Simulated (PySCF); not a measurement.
Ta(NH)(NH2)3 (singlet state).
Geometry (PBE0-D3(BJ)/def2-SVP, Å), atoms numbered from 1 in this order:
```xyz
12
H7N4Ta angstrom
Ta     0.0061   -0.0031    0.1796
N      0.0162    0.0090    1.9484
H      0.0240    0.0119    2.9597
N      1.9099   -0.0394   -0.4359
H      2.2070   -0.0339   -1.4090
H      2.7328   -0.0659    0.1577
N     -0.9226    1.6586   -0.4420
H     -1.2977    2.3941    0.1486
H     -1.1033    1.8945   -1.4152
N     -0.9690   -1.6432   -0.4229
H     -1.0944   -1.9207   -1.3937
H     -1.3933   -2.3446    0.1759
```

Level of theory: PBE0-D3(BJ)/def2-SVP geometry optimisation, gas phase, def2 core potentials past Kr in PySCF.

Problem. Which atoms are bound to Ta1, and at what distances?

Solution. 4 atoms: N2 1.769 Å, N10 2.001 Å, N4 2.001 Å, N7 2.002 Å. The nearest atom not counted as bound is H11, at 2.71 Å (others tie with it).

Problem. List the angles at Ta1.

Solution. 
```tsv
angle	degrees	distance of the outer atoms (Å)
N4–Ta1–N7	111.1	3.30
N7–Ta1–N10	111.1	3.30
N4–Ta1–N10	110.9	3.30
N2–Ta1–N10	108.0	3.05
N2–Ta1–N7	107.9	3.05
N2–Ta1–N4	107.6	3.05
```

Problem. What is the shape at Ta1?

Solution. Tetrahedral: angles from 107.6° to 111.1°; τ4 = (360° − α − β)/141° = 0.98 with α and β the two widest (0 for a square, 1 for a tetrahedron). The Ta–N distances aren't all alike: 1.769 to 2.002 Å.

Problem. What are the other bond lengths?

Solution. N2–H3 1.011 Å; N4–H5 and 5 like bonds 1.016 Å.

Charge 0, singlet. No PBE0-D3(BJ)/def2-SVP frequencies stand behind this structure, so it isn't proved a minimum.
